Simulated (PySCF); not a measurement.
Job file and geometry (Å, from GFN2-xTB) of an NMR shielding run on `F[SiH2]C[C@@H]([SiH3])OC(F)F`, C3H9F3OSi2, GIAO PBE0/pcSseg-1 NMR shielding, non-relativistic, gas phase (PySCF 2.14.0, density-fitted response routines); density fitting, a coarse starting grid and PySCF grid level 2 are the driver's defaults:

```
$ OMP_NUM_THREADS=1 python probes_run.py task.json out

{"job": {"kind": "nmr", "xc": "PBE0", "basis": "pcSseg-1"}, "charge": 0, "multiplicity": 1}
F      1.239643     2.364488    -0.109236
Si     1.966230     1.187418     0.729856
C      1.395658    -0.441132    -0.076642
C     -0.083338    -0.357050    -0.436461
Si    -0.883587    -2.039152    -0.895890
O     -0.776335     0.137710     0.741322
C     -1.683527     1.090220     0.520904
F     -2.052989     1.614183     1.699370
F     -2.833359     0.587852    -0.029133
H      1.518288     1.366537     2.097260
H      3.385218     1.423006     0.508502
H      1.552015    -1.270847     0.612010
H      1.958807    -0.667912    -0.981959
H     -0.209365     0.384592    -1.234415
H     -0.100639    -2.586301    -2.006944
H     -2.267837    -1.816215    -1.297015
H     -0.780127    -2.881257     0.292535
H     -1.353520     1.910179    -0.145722
```

Problem. What does the program print?

Solution. 
```
coarse grid: 16432 points
cycle   1  E = -1072.4631976155  dE =  9.736e-01  |g| = 9.850e-01  |ddm| = 3.690e+00
cycle   2  E = -1072.3137976313  dE =  1.494e-01  |g| = 1.418e+00  |ddm| = 1.379e+00
cycle   3  E = -1072.6239171227  dE = -3.101e-01  |g| = 6.332e-02  |ddm| = 8.360e-01
cycle   4  E = -1072.6243138956  dE = -3.968e-04  |g| = 4.185e-02  |ddm| = 6.888e-02
cycle   5  E = -1072.6246392555  dE = -3.254e-04  |g| = 8.254e-03  |ddm| = 3.423e-02
cycle   6  E = -1072.6246493783  dE = -1.012e-05  |g| = 2.508e-03  |ddm| = 6.494e-03
cycle   7  E = -1072.6246504287  dE = -1.050e-06  |g| = 6.019e-04  |ddm| = 1.867e-03
final grid: 151848 points
cycle   8  E = -1072.7041146579  dE = -4.003e-05  |g| = 1.007e-02  |ddm| = 2.284e-02
cycle   9  E = -1072.7040967900  dE =  1.787e-05  |g| = 1.416e-02  |ddm| = 1.484e-02
cycle  10  E = -1072.7041339486  dE = -3.716e-05  |g| = 8.825e-04  |ddm| = 8.711e-03
cycle  11  E = -1072.7041340861  dE = -1.374e-07  |g| = 3.560e-04  |ddm| = 9.912e-04
cycle  12  E = -1072.7041341074  dE = -2.129e-08  |g| = 1.089e-04  |ddm| = 2.999e-04
cycle  13  E = -1072.7041341091  dE = -1.779e-09  |g| = 1.900e-05  |ddm| = 7.161e-05
cycle  14  E = -1072.7041341092  dE = -5.548e-11  |g| = 5.395e-06  |ddm| = 1.713e-05
converged SCF energy = -1072.7041341092

GIAO shielding tensors (ppm)
atom      isotropic    diamagn.    paramagn.     s11        s22        s33       span
  0 F      408.270     472.479     -64.210    371.431    412.518    440.861     69.431
  1 Si     343.743     877.672    -533.930    294.171    328.569    408.489    114.318
  2 C      163.358     254.756     -91.398    145.265    163.219    181.590     36.324
  3 C      119.120     251.407    -132.287     76.998    101.511    178.852    101.854
  4 Si     412.363     880.604    -468.241    374.467    404.975    457.646     83.179
  5 O      218.651     403.173    -184.521    162.530    216.940    276.484    113.954
  6 C       61.033     240.863    -179.830     44.488     59.853     78.757     34.268
  7 F      269.806     470.352    -200.546    182.213    281.038    346.168    163.955
  8 F      259.198     474.481    -215.283    178.361    242.230    357.003    178.642
  9 H       26.299      29.207      -2.907     23.678     24.410     30.810      7.132
 10 H       26.472      27.727      -1.255     22.793     24.565     32.058      9.265
 11 H       30.474      32.432      -1.958     26.433     29.722     35.268      8.834
 12 H       30.360      31.704      -1.345     25.613     28.499     36.966     11.352
 13 H       27.682      34.449      -6.767     25.804     27.843     29.399      3.595
 14 H       27.836      29.352      -1.516     24.221     25.940     33.345      9.124
 15 H       27.346      29.264      -1.918     23.036     26.850     32.152      9.115
 16 H       27.746      29.659      -1.913     24.757     26.256     32.225      7.468
 17 H       25.235      29.837      -4.602     21.982     25.249     28.474      6.492
```

Problem. Turn these shieldings into chemical shifts. Referencing at the same level of theory: CFCl3 for $^{19}$F (σref 170.95); $^{29}$Si (σref 349.16), $^{13}$C (σref 186.93), $^{1}$H (σref 31.72) vs TMS; $^{17}$O (σref 336.08) against H2O.

Solution. Averaging equivalent atoms: F 8: -88.3; F 7: -98.9; F 0: -237.3; Si 1: 5.4; Si 4: -63.2; C 6: 125.9; C 3: 67.8; C 2: 23.6; O 5: 117.4; H 17: 6.48; H 9: 5.42; H 10: 5.24; H 14/15/16: 4.07; H 13: 4.04; H 12: 1.36; H 11: 1.24 ppm. Unscaled 19F shifts against computed CFCl3 carry errors that often reach 10 to 50 ppm. Experimental scales use liquid or dissolved standards, which lie at an offset from isolated H2O (liquid H2O: subtract about 36 ppm).

Size and cost of the density-fitted run: 212 basis functions, 43 s wall time on 1 thread of an Arm Neoverse V2, shared host; peak memory 1 GiB.
